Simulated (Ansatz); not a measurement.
Abstraction of H: C2H6OSi + C2H5O2Si → C2H5OSi + C2H6O2Si

Species: C2H6OSi `C=C[SiH2]O`, singlet; C2H5O2Si `CC(=O)O[SiH2]`, doublet; C2H5OSi `[H]/[C]=C/[SiH2]O`, doublet; C2H6O2Si `CC(=O)O[SiH3]`, singlet. A radical takes H: the energy is the difference in strength between the C–H bond broken and the Si–H bond made.

Shapes, held fixed at every level: PBE0-D4/def2-TZVP. Flexible molecules stand in one conformer, not always the lowest. Programs: Ansatz 0.2.0. The zero-point and thermal change to 298 K, harmonic and unscaled (PBE0-D4/def2-TZVP), is -10.8 kJ/mol.

Problem. Estimate ΔH(298 K) of this reaction.

Solution. B2PLYP/def2-TZVPP gives ΔH(298 K) = +60.6 kJ/mol; the levels span +31.6 to +67.2. The median of the levels is +58.1. No measured value is set beside it here. Spin contamination: C2H5OSi (⟨S²⟩ up to 0.92). Open shells run unrestricted unless RO is named. Times are processor times on shared x86 and Arm servers, and rough.

| level | kind | ΔH(298 K) (kJ/mol) | CPU time (sum over the molecules) |
| --- | --- | --- | --- |
| HF/def2-SVP | Hartree–Fock | +33.7 | – |
| HF/def2-TZVPP | Hartree–Fock | +31.6 | – |
| B3LYP-D4/def2-TZVPP | global hybrid | +62.0 | 68 s |
| PBE0-D4/def2-TZVPP | global hybrid | +67.2 | 51 s |
| r2SCAN0-D4/def2-TZVPP | global hybrid | +57.4 | 86 s |
| wB97X-V/def2-TZVPP | range-separated hybrid | +58.1 | 2.1 min |
| B2PLYP/def2-TZVPP | double hybrid | +60.6 | 85 s |
